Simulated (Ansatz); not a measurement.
Geometry optimisation, UHF/def2-SVP (Ansatz 0.2.0).

input.yaml

```yaml
crystal:
  periodic: [false, false, false]
  atoms:
    - { symbol: Ta, position_ang: [-0.458076, -0.050745, -0.073836] }
    - { symbol: Cl, position_ang: [3.14936, 0.260686, 0.530552] }
    - { symbol: F, position_ang: [0.120612, -0.470037, 1.689801] }
    - { symbol: "N", position_ang: [0.01036, -0.134068, -2.002825] }
    - { symbol: H, position_ang: [-0.07211, -0.947713, -2.585733] }
    - { symbol: H, position_ang: [0.537087, 0.573939, -2.486678] }
    - { symbol: F, position_ang: [-0.246304, 1.816618, 0.071427] }
    - { symbol: F, position_ang: [-1.695727, -1.46999, -0.165962] }
    - { symbol: H, position_ang: [3.834798, 0.421309, -0.586746] }
magnetization:
  spin_polarized: true
  initial_magnetization: 1
basis:
  gaussian: { orbitals: def2-SVP }
hamiltonian:
  xc: hf
relax:
  f_tol: 0.03
  max_steps: 50
```

Command:

```bash
$ ansatz run input.yaml --threads 4 --pin off --max-ram 5120MiB --backend cpu --events-out ev --progress --plain --runs-dir out
```

Task: Where does it end, and by what steps?

Result: The run converged. The force dipped under the threshold on the way, but the program's further checks kept it going. After 47 steps the energy has fallen by 0.191 eV; H6 moved furthest, 1.72 Å.

| step | energy less start (eV) | largest force component (eV/Å) | accepted |
| --- | --- | --- | --- |
| 0 | 0.0000 | 1.299 | yes |
| 2 | -0.0215 | 0.515 | yes |
| 4 | -0.0441 | 0.017 | yes |
| 6 | -0.0118 | 0.918 | no |
| 8 | -0.0467 | 0.270 | no |
| 10 | -0.0491 | 0.098 | yes |
| 12 | -0.0516 | 0.467 | yes |
| 14 | -0.0718 | 0.116 | yes |
| 16 | -0.0586 | 1.577 | no |
| 18 | -0.0969 | 0.484 | yes |
| 20 | -0.1277 | 0.291 | yes |
| 22 | -0.1245 | 0.878 | no |
| 24 | -0.1438 | 0.077 | yes |
| 26 | -0.1456 | 0.052 | yes |
| 28 | -0.1468 | 0.162 | no |
| 30 | -0.1506 | 0.044 | yes |
| 32 | -0.1513 | 0.568 | no |
| 34 | -0.1607 | 0.181 | yes |
| 36 | -0.1608 | 0.662 | no |
| 38 | -0.1758 | 0.126 | yes |
| 40 | -0.1830 | 0.173 | yes |
| 42 | -0.1858 | 0.113 | yes |
| 44 | -0.1895 | 0.085 | yes |
| 46 | -0.1909 | 0.054 | yes |
| 47 | -0.1911 | 0.022 | yes |

```xyz
9
Properties=species:S:1:pos:R:3
Ta -0.338 -0.132 -0.086
Cl 3.583 0.527 -0.158
F 0.257 -1.008 1.480
N 0.108 -0.512 -1.966
H -0.382 -0.089 -2.740
H 0.833 -1.110 -2.321
F 0.513 1.558 0.178
F -2.144 -0.700 -0.064
H 2.749 1.466 0.066
```

Run time: 99 s on 4 threads of Arm Neoverse V2, on a shared host, peak memory 0.4 GiB.
